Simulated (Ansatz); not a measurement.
`CO[Si](O)(F)F` + H₂ → `O[SiH](F)F` + CH₃OH at 700 K and 1 bar (hydrogenolysis of the Si–O bond).

Computed with Ansatz on PBE0-D4/def2-TZVP structures; ΔE is electronic, products minus reactants. CBS: MP2 limit from def2 TZ/QZ plus the TZ coupled-cluster correction, frozen cores. This one scheme is used for every species. One conformer a species, not always the lowest.

```csv
species,CCSD(T)/CBS energy (Eh),H − E (kJ/mol),S (J/(mol·K))
`CO[Si](O)(F)F`,-679.71512,248.1,488.4
H₂,-1.17544,46.8,155.3
`O[SiH](F)F`,-565.23707,129.2,374.8
CH₃OH,-115.61712,170.8,288.5
```

H − E and S are ideal-gas, rigid-rotor, harmonic terms from PBE0-D4/def2-TZVP, for one conformer and one mirror image of each species. The MP2-based limit puts H₂ 0.8 mEh under its directly extrapolated value; such offsets cancel only in part. 1 Eh = 2625.50 kJ/mol, R = 8.31446 J/(mol·K).

By hand: ΔE, ΔH, ΔS and ΔG.

ΔE = (-565.23707) + (-115.61712) − (-679.71512) − (-1.17544) = 0.03637 Eh = 95.5 kJ/mol. Δ(H − E) = 129.2 + 170.8 − 248.1 − 46.8 = 5.1, so ΔH = 100.6 kJ/mol. ΔS = 374.8 + 288.5 − 488.4 − 155.3 = 19.6 J/(mol·K). ΔG = 100.6 − 700 × (19.6)/1000 = 86.9 kJ/mol.

By hand: the equilibrium constant, and the temperature at which ΔG would vanish if ΔH and ΔS stayed fixed.

log₁₀ K = −ΔG/(RT ln 10) = -6.5. ΔG = 0 at ΔH/ΔS = 5133 K, far beyond where these terms or the molecules hold.

ΔH outweighs TΔS. A doubt of 5 kJ/mol in ΔE shifts log₁₀ K by 0.4 here. Other conformers and mirror images would add mixing entropy, several J/(mol·K) or more a flexible species. These are equilibria of isolated gas molecules and say nothing of rates. Largest T1 diagnostic: 0.011 (customary marks: 0.02 for closed shells, 0.045 for open ones).
